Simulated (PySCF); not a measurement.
Calculation: PBE-D3(BJ)/def2-TZVP // B3LYP-D3(BJ)/def2-TZVP (PySCF 2.14.0). Gas-phase values, no solvent. One relaxed conformer stands for a flexible species; it need not be the lowest. Excitations are Tamm–Dancoff values on a coarser integration grid. The basis has no diffuse functions, so Rydberg states are missing or too high.

Reference species (SMILES): `C(C[SiH3])(=C)C#N` (neutral, multiplicity 1).

The S1–T1 gap (TDA) is 2.24 eV and the LUMO is -2.43 eV. The brightest of the four lowest singlets (TDA) comes out as 5.84 eV. The S1 oscillator strength is 0.151.

Changed species: `N#CC/C=C\[SiH3]`.

Problem. Give the shifts of the S1–T1 gap (TDA), LUMO, brightest of the four lowest singlets (TDA) and S1 oscillator strength.

Solution. the S1–T1 gap (TDA) falls by 0.42 eV, to 1.82 eV; the LUMO increases by 0.47 eV, to -1.96 eV; the brightest of the four lowest singlets (TDA) goes up by 0.67 eV, to 6.51 eV; the S1 oscillator strength falls by 0.112, to 0.039.
